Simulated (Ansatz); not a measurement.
Harmonic frequencies (cm⁻¹) at PBE0-D4/def2-TZVP from Ansatz: 56, 104, 160, 174, 180, 276, 359, 498, 683, 693, 747, 824, 869, 892, 906, 955, 991, 1072, 1144, 1177, 1340, 1448, 1484, 1488, 1561, 2159, 2192, 2558, 3038, 3095, 3152, 3595, 3926.

Each molecule was computed in one conformer, which needn't be the lowest.

(1) Which molecule is it?
A. `B[Si](C)(N)O`
B. `CNB[SiH2]O`
C. `CB(N)O[SiH3]`
D. `N[SiH2]CBO`

## Answers

(1) B.
